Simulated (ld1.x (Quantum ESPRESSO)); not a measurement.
oxygen, ultrasoft: configuration errors across variants

O, ultrasoft, made with ld1.x (Quantum ESPRESSO) 7.5 (PBE, non-relativistic). Core [He], reference 2s2 2p4. Waves: 2s (bound): rcut 0.55, rcutus 0.75 bohr; 2s channel at 1.35 Ry: rcut 0.55, rcutus 0.75 bohr; 2p (bound): rcut 1.65, rcutus 1.90 bohr; 2p channel at -0.25 Ry: rcut 1.65, rcutus 1.90 bohr. Local part: all-electron potential smoothed inside 1.00 bohr (lloc = -1). Core correction: a·sin(br)/r model core inside 0.70 bohr. Augmentation charge: PSQ, radius 0.65 bohr.

All-electron excitation energies from the reference (eV): (1) 2s2 2p3 16.439; (2) 2s2 2p2 50.033; (3) 2s2 2p1 103.905; (4) 2s1 2p5 14.896; (5) 2s2 2p4.3 -2.125; (6) 2s0 2p6 29.828; (7) 2s1 2p4 31.609.

Tests that are not counted but printed errors over 1 eV. “all radii but the core radius scaled by about 1.30 (s 0.98, p 2.46 bohr, rcut 0.72/2.14); local potential all-electron potential smoothed inside 1.30 bohr (lloc = -1); augmentation PSQ, radius 0.84 bohr”: 2s2 2p1 (solver errors, printed error -11.7 eV).

1 further variants failed, have other tests or too few solved ones, and are left out.

A true bound ghost makes a file unfit for plane-wave use even where its test errors are small: the radial tests pick states by their node count and pass the ghost by.

Errors AE − PS in meV (a dash: test not solved or not reliable):

| change | (1) | (2) | (3) | (4) | (5) | (6) | (7) | bound ghosts |
| --- | --- | --- | --- | --- | --- | --- | --- | --- |
| base | -3.4 | -16 | +19 | +12 | -0.1 | +50 | +2.0 | none |
| all radii but the core radius scaled by about 0.83 (s 0.62, p 1.58 bohr, rcut 0.46/1.38); local potential all-electron potential smoothed inside 0.84 bohr (lloc = -1); augmentation PSQ, radius 0.54 bohr | +3.8 | +33 | +163 | +52 | +0.1 | +188 | +37 | s |
| all radii but the core radius scaled by about 0.95 (s 0.72, p 1.80 bohr, rcut 0.52/1.56); local potential all-electron potential smoothed inside 0.94 bohr (lloc = -1); augmentation PSQ, radius 0.62 bohr | -0.7 | +1.1 | +64 | +17 | 0.0 | +67 | +7.8 | none |
| all radii but the core radius scaled by about 1.03 (s 0.78, p 1.96 bohr, rcut 0.56/1.70); local potential all-electron potential smoothed inside 1.02 bohr (lloc = -1); augmentation PSQ, radius 0.66 bohr | -5.3 | -28 | -9.0 | +10 | -0.1 | +42 | -1.1 | none |
| all radii but the core radius scaled by about 1.12 (s 0.84, p 2.12 bohr, rcut 0.62/1.84); local potential all-electron potential smoothed inside 1.12 bohr (lloc = -1); augmentation PSQ, radius 0.72 bohr | -15 | -78 | -108 | +6.1 | -0.4 | +26 | -13 | none |
| all radii but the core radius scaled by about 1.22 (s 0.92, p 2.32 bohr, rcut 0.68/2.02); local potential all-electron potential smoothed inside 1.22 bohr (lloc = -1); augmentation PSQ, radius 0.80 bohr | -38 | -186 | -281 | +3.2 | -1.3 | +13 | -39 | none |
| all radii but the core radius scaled by about 1.30 (s 0.98, p 2.46 bohr, rcut 0.72/2.14); local potential all-electron potential smoothed inside 1.30 bohr (lloc = -1); augmentation PSQ, radius 0.84 bohr | -54 | -252 | – | +2.2 | -1.9 | +9.0 | -58 | none |

Task: Give the same row for: all radii but the core radius scaled by about 1.40 (s 1.04, p 2.66 bohr, rcut 0.76/2.30); local potential all-electron potential smoothed inside 1.40 bohr (lloc = -1); augmentation PSQ, radius 0.90 bohr.

Result: –, –, –, +1.2, -3.5, +4.7, –; bound ghosts: none. Not counted: 2s1 2p4 (solver errors, printed error -246 eV); 2s2 2p3 (solver errors, printed error -233 eV); 2 more.
